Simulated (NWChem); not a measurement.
System: C$_{3}$H$_{5}$Cl; SMILES ClC(C)=C

```xyz
9

C      1.3310    -0.9961     0.0000
C      0.1205    -0.4383     0.0000
C     -1.1879    -1.1531     0.0000
Cl    -0.0337     1.3012     0.0000
H      2.2407    -0.3938     0.0000
H      1.4252    -2.0845     0.0000
H     -1.7806    -0.8762     0.8860
H     -1.0350    -2.2412     0.0000
H     -1.7806    -0.8762    -0.8860
```
Atoms are numbered in this order, from 1.

Program: NWChem. Geometry optimised at PBE0/def2-SVP; all other runs use it. 

```json
[
 {"quantity": "vertical ionisation energy, ΔSCF (eV)", "level": "PBE/def2-SVP", "value": "9.30"},
 {"quantity": "isotropic polarisability (bohr³), static", "level": "B3LYP/def2-SVPD", "value": "53.4"},
 {"quantity": "vertical, lowest state with f > 0.02, singlet (eV)", "level": "B3LYP/def2-SVPD, TDA", "value": "6.85"},
 {"quantity": "cavity-dispersion-structure term (kcal/mol) in water", "level": "PBE0/def2-SVP, SMD", "value": "3.2"},
 {"quantity": "dipole (D)", "level": "PBE0/def2-SVP", "value": "1.53"},
 {"quantity": "highest harmonic frequency (cm⁻¹)", "level": "PBE0/def2-SVP", "value": "3292"}
]
```
